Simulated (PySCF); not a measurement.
# F: excitation energy

F [He] 2s2 2p5 (2P) → F [He] 2s2 2p4 3s1 (4P), as a difference of total energies. All numbers are calculated (PySCF 2.14, no relativity, point nucleus, in aug-cc-pVTZ with one added diffuse shell each of s, p, d, f type (6s5p4d3f, 62 functions)). Correlated levels: valence: 1s2 frozen. The calculations carry no spin-orbit coupling.

Question: Order these methods by the excitation energy they give, lowest first.
A. UHF
B. MP2 (valence)
C. SCS-MP2 (valence)
D. CCSD(T) (valence)

Answer: A (11.148 eV), D (12.549 eV), B (12.633 eV), C (12.660 eV).

Errors of the correlated levels include the incompleteness of this basis and the frozen core.

For comparison: 12.700 eV (measured; NIST levels, between the centres of gravity of the two terms).
